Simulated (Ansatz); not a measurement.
System: sum formula Si2H3F2 (charge 0, doublet). It need not be the lowest isomer of its formula. 
Geometry from a B3LYP-D3(BJ)/def2-TZVP (Ansatz, a first-principles code) optimisation:
```xyz
7

F      1.9181     1.2415     0.1939
Si     1.1664    -0.1098    -0.2841
Si    -1.1169     0.0643     0.2927
F     -1.8637    -1.1765    -0.4137
H      1.8848    -1.2481     0.3553
H     -1.3890    -0.0229     1.7474
H     -1.6780     1.3231    -0.2443
```
Charge 0, spin multiplicity 2.

Quantity: atomisation energy (electronic, to ground-state atoms), in kcal/mol. Cores are frozen in the correlated levels unless marked. UHF or UKS for open shells. No spin-orbit coupling. No relativistic terms. The coupled-cluster limit lacks core correlation, which all-electron functionals hold. CBS marks a two-point X^-3 extrapolation of the correlation energy; Hartree-Fock from the larger set. [CCSD(T)-MP2]/basis is that difference in the basis named.

| level | program | atomisation energy (kcal/mol) | minus last row |
|---|---|---|---|
| HF/cc-pV(T+d)Z | Ansatz | 412.8 | -140.2 |
| BLYP-D4/def2-TZVPD | Ansatz + dftd4 | 546.1 | -6.9 |
| revPBE/def2-TZVPD | Ansatz | 528.4 | -24.6 |
| PBE0/def2-SVP | Ansatz | 526.9 | -26.1 |
| r2SCANh-D4/def2-TZVPD | Ansatz + dftd4 | 546.9 | -6.1 |
| wB97M-V/def2-TZVPD | Ansatz | 546.6 | -6.4 |
| B2GP-PLYP-D4/def2-TZVPD | Ansatz + dftd4 | 541.6 | -11.4 |
| RPA@PBE/cc-pV(T+d)Z | Ansatz | 500.3 | -52.7 |
| MP2/STO-3G | Ansatz | 493.3 | -59.7 |
| MP2/aug-cc-pV(D+d)Z | Ansatz | 520.3 | -32.7 |
| MP2/cc-pV(T+d)Z | Ansatz | 542.9 | -10.1 |
| RI-MP2/CBS(cc-pV(T+d)Z,cc-pV(Q+d)Z) | Ansatz | 562.9 | 9.9 |
| SCS-MP2/6-31G | Ansatz | 402.9 | -150.1 |
| SCS-MP2/cc-pV(T+d)Z | Ansatz | 539.2 | -13.8 |
| CCSD/6-31G* | Ansatz | 485.5 | -67.5 |
| CCSD/aug-cc-pV(T+d)Z | Ansatz | 530.6 | -22.4 |
| CCSD(T)/6-31G* | Ansatz | 489.5 | -63.5 |
| CCSD(T)/cc-pVTZ | Ansatz | 526.9 | -26.1 |
| RI-MP2/CBS(aug-cc-pV(T+d)Z,aug-cc-pV(Q+d)Z)+[CCSD(T)-MP2]/aug-cc-pV(T+d)Z | Ansatz | 552.1 | -0.9 |
| CCSD(T)/CBS(cc-pV(T+d)Z,cc-pV(Q+d)Z) | Ansatz | 552.4 | -0.6 |
| CCSD(T)/CBS(aug-cc-pV(T+d)Z,aug-cc-pV(Q+d)Z) | Ansatz | 553.0 | 0.0 |
